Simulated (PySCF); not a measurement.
# Assignment exercise: C₄H₁₂O₂Si₂

Mapped SMILES: `[CH3:1][CH2:2][C:3](=[O:4])[CH2:5][O:6][SiH2:7][SiH3:8]`. Each H is labelled by its parent atom.

Computed data (PySCF): geometry: GFN2-xTB, GIAO PBE0/pcSseg-1 shieldings. Fast rotation and ring inversion assumed for equivalent nuclei, a single conformation, no solvent, no relativistic terms.

Shifts are taken against calculated references (same method and geometry level): 13C and 1H against TMS.

**Question.** Assign these signals to the numbered atoms. 13C{1H} NMR (computed): δ 221.9, 71.6, 34.5, 8.5.

**Answer.** 
| δ (ppm) | atoms | environment | reason |
| --- | --- | --- | --- |
| 221.9 | C3 | ketone carbonyl carbon | the double bond to the heteroatom, with no lone-pair donor beside it, deshields it most |
| 71.6 | C5 | sp3 CH2 bonded to O, α to a carbonyl | pulled downfield by the heteroatom |
| 34.5 | C2 | sp3 CH2 α to a carbonyl | the adjacent C=O deshields it moderately |
| 8.5 | C1 | methyl carbon | saturated and bonded to C and H only |

**Question.** Assign these signals to the numbered atoms. 1H NMR (500 MHz, computed): δ 5.53 (q, 2H), 4.62 (s, 2H), 3.27 (t, 3H), 2.29 (q, 2H), 1.19 (t, 3H).

**Answer.** 
```tsv
δ (ppm)	atoms	environment	reason
5.53	H(Si7)	hydrogen on a silicon bonded to O, Si	–
4.62	H(C5)	hydrogen on an sp3 CH2 bonded to O, α to a carbonyl	its carbon carries O, an electronegative neighbour
3.27	H(Si8)	hydrogen on a silicon bonded to Si	–
2.29	H(C2)	hydrogen on an sp3 CH2 α to a carbonyl	α to C=O
1.19	H(C1)	hydrogen on a methyl carbon	–
```

Shifts are as computed. Against solution values, carbons near 30 ppm lie about +3 ppm off and those near 130 ppm about +5 ppm. Of 1211 compounds with measured shifts, 218 miss one by over three times the rms of a fit or turn the order of signals round; such compounds aren't used in these exercises. No couplings were computed; multiplicities are counted from neighbouring protons, with m where these are inequivalent, close in shift, in a saturated or five-membered ring or joined by F or P, and br s for small geminal =CH2 splittings.
